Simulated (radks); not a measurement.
Values are calculated unless marked as measured or tabulated.
Species: Eu-. Configuration: [Xe] 4f8 6s2. Code: a radial shooting solver on a logarithmic mesh with Libxc functionals. Model: scalar-relativistic Kohn-Sham, PBE, spin-polarised, spherical densities, point nucleus; open shells are filled with parallel spins first (spin-orbit coupling, left out, can overturn this in heavy ions); hard spherical wall at 15 bohr.

Unscreened Slater integrals over Kohn-Sham orbitals (cm^-1). They are taken over the spin-up orbitals.

integral,value
"F0(6s,6s)",45198
"F0(6s,4f)",59533
"G3(6s,4f)",2088.2
"F0(6s,5p)",57527
"G1(6s,5p)",3765.3
"F0(4f,4f)",217850
"F2(4f,4f)",100060
"F4(4f,4f)",62143
"F6(4f,4f)",44533
"F0(4f,5p)",144310
"F2(4f,5p)",51412
"G2(4f,5p)",29400
"G4(4f,5p)",22062
"F0(5p,5p)",122170
"F2(5p,5p)",65516

Derived for the open shells (J is the average intra-shell exchange parameter used in DFT+U). 4f: F4/F2 = 0.621, F6/F2 = 0.445, J = (286 F2 + 195 F4 + 250 F6)/6435 = 8060 cm^-1.
